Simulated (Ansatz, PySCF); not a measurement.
C₃H₈BNO, SMILES C[C@@H]1CB(N)O1. Atoms are numbered in the order given.

```xyz
14

C     -2.1537     0.4363     0.1483
C     -0.9679    -0.4892    -0.0113
C      0.0881    -0.5049     1.1245
B      0.9877     0.0275    -0.0764
N      2.3166     0.4032    -0.2941
O     -0.0298     0.0140    -1.0155
H     -1.8214     1.4397     0.4598
H     -2.6994     0.5355    -0.8032
H     -2.8470     0.0450     0.9104
H     -1.3023    -1.4984    -0.3104
H      0.3154    -1.4983     1.5378
H     -0.1262     0.1915     1.9492
H      2.6513     0.7098    -1.2000
H      3.0191     0.3929     0.4325
```

The structure is a stationary point at B3LYP-D3(BJ)/def2-SVP. The structure was generated by enumeration; whether it is a known compound was not checked. The values are those of a single conformer.

Two levels are set side by side: PBE-D3(BJ)/def2-SVP (Ansatz, a quantum-chemistry and plane-wave program) and B3LYP-D3(BJ)/def2-SVP (Ansatz). Each level has its own optimised geometry; the coordinates shown are those of the second. Frequencies come from the Hessian of PySCF at each geometry. Differences are taken from unrounded values.

| quantity | B3LYP-D3(BJ) |
|---|---|
| mean bond length (Å) | 1.253 |
| bond C1–C2 (Å) | 1.513 |
| bond C2–C3 (Å) | 1.551 |
| bond C2–O6 (Å) | 1.464 |
| bond C3–B4 (Å) | 1.592 |
| bond B4–N5 (Å) | 1.398 |
| bond B4–O6 (Å) | 1.385 |
| bond C1–H7 (Å) | 1.102 |
| bond C1–H8 (Å) | 1.101 |
| bond C1–H9 (Å) | 1.102 |
| bond C2–H10 (Å) | 1.104 |
| bond C3–H11 (Å) | 1.100 |
| bond C3–H12 (Å) | 1.101 |
| bond N5–H13 (Å) | 1.013 |
| bond N5–H14 (Å) | 1.011 |
| highest harmonic wavenumber (cm⁻¹) | 3712 |
| mean harmonic wavenumber (cm⁻¹) | 1434 |
| zero-point energy (kcal/mol) | 73.81 |

Q: What does PBE-D3(BJ) give, and how far is it from B3LYP-D3(BJ)? (The exact figures need the calculation; the answer reports its results.)

A: 
```csv
quantity,PBE-D3(BJ),PBE-D3(BJ) minus B3LYP-D3(BJ)
mean bond length (Å),1.259,0.006
bond C1–C2 (Å),1.515,0.002
bond C2–C3 (Å),1.552,0.001
bond C2–O6 (Å),1.472,0.009
bond C3–B4 (Å),1.594,0.002
bond B4–N5 (Å),1.405,0.007
bond B4–O6 (Å),1.396,0.011
bond C1–H7 (Å),1.109,0.007
bond C1–H8 (Å),1.109,0.007
bond C1–H9 (Å),1.109,0.007
bond C2–H10 (Å),1.114,0.009
bond C3–H11 (Å),1.107,0.007
bond C3–H12 (Å),1.108,0.008
bond N5–H13 (Å),1.020,0.007
bond N5–H14 (Å),1.017,0.007
highest harmonic wavenumber (cm⁻¹),3645,-67
mean harmonic wavenumber (cm⁻¹),1397,-37
zero-point energy (kcal/mol),71.90,-1.90
```

GGA bonds tend to be longer and softer than those of functionals with exact exchange. Differences between two approximate levels are no errors against the true value.
